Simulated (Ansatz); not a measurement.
Geometry optimisation, Ansatz 0.2.0, RKS BLYP-D4/def2-SVP.

Input:

```yaml
crystal:
  periodic: [false, false, false]
  atoms:
    - { symbol: F, position_ang: [0.87985, 1.51335, -0.39443] }
    - { symbol: C, position_ang: [-0.05508, 0.59611, 0.00554] }
    - { symbol: B, position_ang: [0.06928, -0.79429, -0.00603] }
    - { symbol: Cl, position_ang: [0.05383, -2.42355, 0.04652] }
    - { symbol: H, position_ang: [-0.94788, 1.10837, 0.3484] }
basis:
  gaussian: { orbitals: def2-SVP }
hamiltonian:
  xc: blyp
  dispersion: d4
relax:
  f_tol: 0.02
  max_steps: 40
scf:
  lower_state_search: "off"
```

Launched with:

```bash
$ ansatz run input.yaml --threads 1 --pin off --max-ram 2048MiB --backend cpu --events-out ev --progress --plain --runs-dir out
```

Problem. Where does it end, and by what steps?

Solution. It converged. After 5 steps the energy has fallen by 0.103 eV; Cl4 moved furthest, 0.06 Å.

```json
{"step": "0", "energy less start (eV)": "0.0000", "largest force component (eV/Å)": "2.311", "accepted": "yes"}
{"step": "1", "energy less start (eV)": "-0.0747", "largest force component (eV/Å)": "1.220", "accepted": "yes"}
{"step": "2", "energy less start (eV)": "-0.0547", "largest force component (eV/Å)": "0.670", "accepted": "no"}
{"step": "3", "energy less start (eV)": "-0.1010", "largest force component (eV/Å)": "0.384", "accepted": "yes"}
{"step": "4", "energy less start (eV)": "-0.1026", "largest force component (eV/Å)": "0.310", "accepted": "yes"}
{"step": "5", "energy less start (eV)": "-0.1034", "largest force component (eV/Å)": "0.016", "accepted": "yes"}
```

```xyz
5
Properties=species:S:1:pos:R:3
F 0.911 1.499 -0.407
C -0.060 0.629 0.006
B 0.054 -0.779 0.000
Cl 0.076 -2.478 0.039
H -0.982 1.128 0.362
```

Whether the end is a true minimum wasn't checked by a vibrational analysis.

Time of the run: 7.5 s on 1 thread of Arm Neoverse V1, with other jobs on the host, peak memory 0.13 GiB.
